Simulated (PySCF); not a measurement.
Cl₂, singlet, at a GFN2-xTB geometry; PySCF with HF/6-31G*.

Here is a job for PySCF.
```python
from pyscf import gto, scf

mol = gto.Mole()
mol.atom = '''
    Cl   -0.00000000   -0.00000000   -1.00842595
    Cl    0.00000000    0.00000000    1.00842595
'''
mol.basis = '6-31g*'
mol.verbose = 4
mol.build()

mf = scf.RHF(mol)
mf.init_guess = '1e'
mf = mf.newton()
mf.kernel()
```

The log (banner, timings and long lists left out):

```
PySCF version 2.14.0

[INPUT] verbose = 4
[INPUT] num. atoms = 2
[INPUT] num. electrons = 34
[INPUT] charge = 0
[INPUT] spin (= nelec alpha-beta = 2S) = 0
[INPUT] symmetry False subgroup None
[INPUT] Mole.unit = angstrom
[INPUT] Symbol           X                Y                Z      unit          X                Y                Z       unit  Magmom
[INPUT]  1 Cl     0.000000000000   0.000000000000  -1.008425950000 AA    0.000000000000   0.000000000000  -1.905648862404 Bohr   0.0
[INPUT]  2 Cl     0.000000000000   0.000000000000   1.008425950000 AA    0.000000000000   0.000000000000   1.905648862404 Bohr   0.0

nuclear repulsion = 75.8271908591206
number of shells = 16
number of NR pGTOs = 102
number of NR cGTOs = 36
basis = 6-31g*
ecp = {}

******** <class 'pyscf.soscf.newton_ah.SecondOrderRHF'> ********
method = SecondOrderRHF
initial guess = 1e
damping factor = 0
level_shift factor = 0
DIIS = <class 'pyscf.scf.diis.CDIIS'>
diis_start_cycle = 1
diis_space = 8
diis_damp = 0
SCF conv_tol = 1e-09
SCF conv_tol_grad = None
SCF max_cycles = 50
direct_scf = True
direct_scf_tol = 1e-13
******** <class 'pyscf.scf.hf.RHF'> Newton solver flags ********
SCF tol = 1e-09
conv_tol_grad = None
max. SCF cycles = 50
direct_scf = True
direct_scf_tol = 1e-13
max_cycle_inner = 12
max_stepsize = 0.05
ah_start_tol = 1e+09
ah_level_shift = 0
ah_conv_tol = 1e-12
ah_lindep = 1e-14
ah_start_cycle = 1
ah_max_cycle = 40
ah_grad_trust_region = 2.5
kf_interval = 4
kf_trust_region = 5
canonicalization = True
Set conv_tol_grad to 3.16228e-05
Initial guess from hcore.
  HOMO = -16.1583550990382  LUMO = -16.1220005542163  gap/eV = 0.98926
  HOMO = 0.19662079008606  LUMO = 0.280968216563954  gap/eV = 2.29521
Initial guess E= -917.61281808379  |g|= 2.11344
macro= 0  E= -918.906882417492  delta_E= -1.29406  |g|= 0.505689  3 KF 11 JK
macro= 1  E= -918.909059305181  delta_E= -0.00217689  |g|= 3.11261e-05  3 KF 10 JK
macro= 2  E= -918.909059305181  delta_E= 4.54747e-13  |g|= 1.25402e-05  1 KF 2 JK
Canonicalize SCF orbitals
macro X = 3  E=-918.909059305181  |g|= 1.25402e-05  total 8 KF 27 JK
converged SCF energy = -918.909059305181
```
